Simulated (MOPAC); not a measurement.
MOPAC input (MNDO):

```
MNDO PRECISE GNORM=0.05 LET XYZ GEO-OK AUX(PRECISION=9) THREADS=1
FRb

Rb   -0.00000000 1   -0.00000000 1   -0.46082120 1
F     0.00000000 1    0.00000000 1    1.89448715 1
```

From the last part of the output:

```
                                                       MOPAC v23.2.5 Linux

          FINAL HEAT OF FORMATION =        -83.49420 KCAL/MOL =    -349.33972 KJ/MOL

          COSMO AREA              =        182.28 SQUARE ANGSTROMS
          COSMO VOLUME            =        229.30 CUBIC ANGSTROMS

          GRADIENT NORM           =          0.00079          =       0.00056 PER ATOM
          IONIZATION POTENTIAL    =          8.732154 EV
          HOMO LUMO ENERGIES (EV) =         -8.732  2.301
          NO. OF FILLED LEVELS    =          4
          MOLECULAR WEIGHT        =        104.4662         POINT GROUP:  C*v

          MOLECULAR DIMENSIONS (Angstroms)

            Atom       Atom       Distance
            F     2   Rb     1     2.27005
            F     2   Rb     1     0.00000
           Rb     1    F     2     0.00000

          SCF CALCULATIONS        =          6

   ATOM   CHEMICAL          X               Y               Z
  NUMBER   SYMBOL      (ANGSTROMS)     (ANGSTROMS)     (ANGSTROMS)

     1      Rb          0.00000000  *   0.00000000  *  -0.41819452  *
     2       F         -0.00000000  *   0.00000000  *   1.85186047  *

                             CARTESIAN COORDINATES

   1   Rb        0.000000000     0.000000000    -0.418194520
   2    F       -0.000000000     0.000000000     1.851860470

           Empirical Formula: Rb F  =     2 atoms

      MOLECULAR POINT GROUP   :   C*v

                  EIGENVALUES
 -33.34339  -8.85007  -8.73215  -8.73215   2.30117   2.62823   2.62823   4.41155

              NET ATOMIC CHARGES AND DIPOLE CONTRIBUTIONS

  ATOM NO.   TYPE          CHARGE      No. of ELECS.   s-Pop       p-Pop
    1         Rb           0.836119        0.1639     0.00438     0.15950
    2          F          -0.836119        7.8361     1.92532     5.91080
 DIPOLE           X         Y         Z       TOTAL
 POINT-CHG.     0.000    -0.000    -9.117     9.117
 HYBRID        -0.000     0.000     0.019     0.019
 SUM           -0.000     0.000    -9.097     9.097

          ATOMIC ORBITAL ELECTRON POPULATIONS

     Atom    s        px        py        pz
    1 Rb   0.00438   0.04199   0.04199   0.07551
    2  F   1.92532   1.95801   1.95801   1.99479

 **********************
 *                    *
 * JOB ENDED NORMALLY *
 *                    *
 **********************

 == MOPAC DONE ==
```
